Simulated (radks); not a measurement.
Numerical settings for the barium ion Ba2+, [Xe]. Method: non-relativistic Kohn-Sham, BLYP, spin-unpolarised, spherical densities, point nucleus; relativity is left out, which matters for an element this heavy; computed with a radial shooting solver on a logarithmic mesh with Libxc functionals. The defaults (mesh step 0.008 in ln r, mesh end at 40 bohr or more with all orbitals vanishing there, Anderson mixing 0.5 over 9 steps, residual threshold near 1e-9 with the energy settled to 1e-9 hartree or 1e-11 of itself, here a cap of 90 iterations) give E = -7885.8462 hartree and 5p at -30.548 eV in 13 iterations. Run on one thread of a shared host, so times are rough (Intel(R) Xeon(R) Platinum 8559C): 0.09 s of CPU time, 0.09 s wall, 13 iterations on 2541 mesh points. Changes against that run (0 stands for a change within the tolerance of the run):

setting,iterations,converged,E (mhartree),e(5p) (meV),CPU (s)
mesh step in ln r 0.08,4,no,diverged,-,0.01
mesh step in ln r 0.05,13,yes,+0.0873,0,0.02
mesh step in ln r 0.003,13,yes,0,0,0.22
mesh end (bohr) 8,13,yes,+0.00594,+0.318,0.08
mesh end (bohr) 1,13,level above zero,+3.02e+05,+9.28e+05,0.13
residual threshold 0.01,8,yes,0,+6.58,0.07
residual threshold 0.1,8,yes,0,+6.58,0.08
mixing 0.01,21,yes,0,0,0.16
"linear mixing, mixing 0.2",88,yes,0,0,0.39
"linear mixing, mixing 1",90,no,0,0,0.48
mixing history 3,17,yes,0,0,0.1
iteration cap 5,5,no,+0.0125,+67.1,0.04

Settled on a wrong energy, with an occupied level pushed above zero by the early mesh end: mesh end (bohr) 1 (+302 hartree). Apart from these: no run marked as converged misses the energy by more than 1 mhartree. A mesh that ends early acts as a hard wall.
